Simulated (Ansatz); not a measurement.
Input file for Ansatz (a program for electronic structure): R-CAM-B3LYP/def2-TZVPP on C3H8S2 (SMILES CSCSC).

Ansatz 0.2 input:
```yaml
crystal:
  periodic: [false, false, false]
  atoms:
    - {symbol: C, position_ang: [1.85939154, 0.49379662, 0.27421638]}
    - {symbol: S, position_ang: [1.74516660, -1.11158365, -0.54960389]}
    - {symbol: C, position_ang: [-0.04516922, -1.21412641, -0.83159134]}
    - {symbol: S, position_ang: [-1.12147903, -1.14588985, 0.63934714]}
    - {symbol: C, position_ang: [-1.78221850, 0.53873938, 0.49791104]}
    - {symbol: H, position_ang: [2.90944681, 0.64923674, 0.51633956]}
    - {symbol: H, position_ang: [1.27948327, 0.48359716, 1.19642501]}
    - {symbol: H, position_ang: [1.52238596, 1.30108425, -0.37707853]}
    - {symbol: H, position_ang: [-0.19758414, -2.18057293, -1.30912314]}
    - {symbol: H, position_ang: [-0.36938096, -0.43839320, -1.52529273]}
    - {symbol: H, position_ang: [-0.99655508, 1.28864573, 0.57350445]}
    - {symbol: H, position_ang: [-2.33027558, 0.66711148, -0.43504164]}
    - {symbol: H, position_ang: [-2.47321167, 0.66835467, 1.32998769]}
basis:
  gaussian:
    orbitals: def2-TZVPP
hamiltonian:
  xc: {name: CAM-B3LYP}
scf: {lower_state_search: off}
```

The head of its log:

```
WARN ansatz: RAYON_NUM_THREADS=6 ignored (pool sized by the plan → 6); use --threads N
Functional definition: CAM-B3LYP
these checks for a lower state are left out or cut short: stability, starts, cluster_reference, orbital_swaps, neighbouring_geometries, increment
integrals: 0.37 GiB planned
1604 factors; their error is unknown
integrals: 0.41 GiB planned
375 factors; integrals over basis functions are off by at most 1.0e-5 eV
mean field: 2.67 GiB planned
mean field evaluation 1: about -24907.0872 eV, gradient 5.1e1 eV
mean field evaluation 2: about -24907.5844 eV, gradient 4.8e1 eV
```

Question: Predict the final total energy.

Answer: -915.5276 hartree.
